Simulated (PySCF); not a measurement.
H₃NOSn, neutral, multiplicity 1. Atoms are numbered in the order given.

```xyz
6

Sn     0.3770     0.0529     0.0000
O     -1.0773     1.4276     0.0000
H     -1.9845     1.1035     0.0000
N     -0.8427    -1.5814     0.0000
H     -1.8532    -1.5696     0.0000
H     -0.4973    -2.5304     0.0000
```

Geometry: B3LYP-D3(BJ)/def2-TZVP. The def2 effective core potentials stand for the cores of Sn; spin–orbit coupling is left out. Other conformers were not sampled.

Level of theory: B3LYP-D3(BJ)/def2-TZVP in PySCF.

Frequencies are harmonic and unscaled.

| mode | ν (cm⁻¹) | IR (km/mol) | moving atoms (share of kinetic energy) |
|---|---|---|---|
| 1 | 196 | 8.9 | O 38 %, N 30 %, H 22 %, Sn 10 % |
| 2 | 287 | 0.1 | H 95 % |
| 3 | 332 | 309.5 | H 81 %, N 17 % |
| 4 | 402 | 25.4 | H 92 % |
| 5 | 563 | 107.8 | O 56 %, N 23 %, Sn 13 %, H 8 % |
| 6 | 583 | 49.7 | N 52 %, O 23 %, H 15 %, Sn 9 % |
| 7 | 603 | 77.6 | H 77 %, N 13 % |
| 8 | 747 | 34.1 | H 87 % |
| 9 | 1552 | 19.9 | H 90 %, N 10 % |
| 10 | 3526 | 4.0 | H 96 % |
| 11 | 3632 | 10.8 | H 91 %, N 9 % |
| 12 | 3815 | 21.9 | H 94 % |
